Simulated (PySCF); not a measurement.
These compounds are isomers of formula C$_{8}$H$_{12}$O.

A. 3-tert-butylfuran (SMILES CC(C)(C)c1ccoc1)
B. `InChI=1S/C8H12O/c1-6(2)7-3-4-8(9)5-7/h5-6H,3-4H2,1-2H3`
C. SMILES C=C1C[C@@H]([C@@H](C)O)C1=C
D. `InChI=1S/C8H12O/c1-2-9-8-6-4-3-5-7-8/h3-4,7H,2,5-6H2,1H3`

Spectrum 1. 1H NMR (500 MHz, computed): δ 5.74 (br s, 1H), 5.65 (br s, 1H), 5.24 (br s, 1H), 5.13 (br s, 1H), 3.41 (m, 1H), 2.83 (m, 1H), 2.81 (m, 1H), 2.25 (m, 1H), 1.28 (d, 3H), -0.30 (br s, 1H). 13C{1H} NMR (computed): δ 157.0 (C), 153.9 (C), 112.2 (CH2), 111.3 (CH2), 75.8 (CH), 51.9 (CH), 34.3 (CH2), 25.4 (CH3).

Spectrum 2. 1H NMR (500 MHz, computed): δ 5.95 (m, 1H), 5.91 (m, 1H), 4.52 (t, 1H), 3.74 (q, 2H), 3.09 (m, 2H), 2.90 (m, 2H), 1.38 (t, 3H). 13C{1H} NMR (computed): δ 160.2 (C), 131.4 (CH), 130.6 (CH), 94.1 (CH), 64.0 (CH2), 33.0 (CH2), 31.6 (CH2), 17.4 (CH3).

Spectrum 3. 1H NMR (500 MHz, computed): δ 6.03 (s, 1H), 2.56 (m, 2H), 2.32 (m, 2H), 2.29 (sept, 1H), 1.25 (d, 6H). 13C{1H} NMR (computed): δ 210.3 (C), 196.4 (C), 133.8 (CH), 37.2 (CH2), 36.7 (CH), 34.3 (CH2), 23.9 (CH3).

Spectrum 4. 1H NMR (500 MHz, computed): δ 7.51 (m, 1H), 7.26 (m, 1H), 6.70 (m, 1H), 1.30 (s, 9H). 13C{1H} NMR (computed): δ 148.3 (CH), 143.9 (C), 140.9 (CH), 116.1 (CH), 32.6 (CH3), 32.0 (C).

[PySCF 2.14: GFN2-xTB geometry; σ from GIAO-PBE0/pcSseg-1; gas phase; non-relativistic; one computed conformer; one averaged value for each set of equivalent atoms]

Chemical shifts δ = σref − σ; TMS for 1H (σ = 31.72 ppm) and 13C (σ = 186.93 ppm), all at this level. Where no couplings were computed, multiplicities follow the n + 1 count of equivalent neighbours, and m marks all less simple cases (inequivalent or close neighbours, rings, F or P nearby). Shifts are as computed. Against solution values, carbons near 30 ppm lie about +3 ppm off and those near 130 ppm about +5 ppm. Of 1211 compounds with measured shifts, 218 miss one by over three times the rms of a fit or turn the order of signals round; such compounds aren't used in these exercises. OH and NH positions are gas-phase values without hydrogen bonding to other molecules.

Q: Match each spectrum to its structure.

A: 1–C, 2–D, 3–B, 4–A.

- Spectrum 1 (C): 8 13C signals; δC 157.0 is a fully substituted alkene carbon; δC 153.9 is a fully substituted alkene carbon.
- Spectrum 2 (D): 8 13C signals; δC 160.2 is an alkene carbon bearing oxygen; δC 131.4 is an alkene CH.
- Spectrum 3 (B): 7 13C signals; δC 210.3 is a ketone carbonyl carbon; δC 196.4 is a β carbon of a C=C–C=O unit.
- Spectrum 4 (A): 6 13C signals; δC 32.6 is a methyl carbon; δC 32.0 is a quaternary sp3 carbon on an aromatic ring.
